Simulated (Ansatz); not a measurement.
Mulliken charges of C3HN3Si (`N#C[SiH](C#N)C#N`) from PBE/def2-TZVPP in Ansatz (PBE0-D4/def2-TZVP geometry).

| atom | x (Å) | y (Å) | z (Å) | charge (e) |
| --- | --- | --- | --- | --- |
| N1 | 2.395 | -1.582 | -0.121 | 0.075 |
| C2 | 1.378 | -1.059 | 0.010 | -0.221 |
| Si3 | -0.252 | -0.260 | 0.244 | 0.445 |
| C4 | -0.999 | 0.013 | -1.405 | -0.221 |
| N5 | -1.493 | 0.168 | -2.433 | 0.074 |
| C6 | 0.017 | 1.372 | 1.028 | -0.221 |
| N7 | 0.172 | 2.390 | 1.542 | 0.075 |
| H8 | -1.126 | -1.098 | 1.077 | -0.006 |

Q: By hand: the dipole of these point charges (1 e Å = 4.8032 D).

A: Σ q r = (-0.111, -0.108, 0.110) e Å, of length 0.190 e Å = 0.91 D.

Q: How does the dipole of the full density compare? (Estimate.)

A: Ansatz gave: (-0.344, -0.330, 0.328) e Å, 2.78 D; the point charges give 0.33 times that, at 1° from its direction.

Point charges leave out the atoms' own dipoles, such as those of lone pairs, and Mulliken's split depends on the basis, so the two needn't agree.
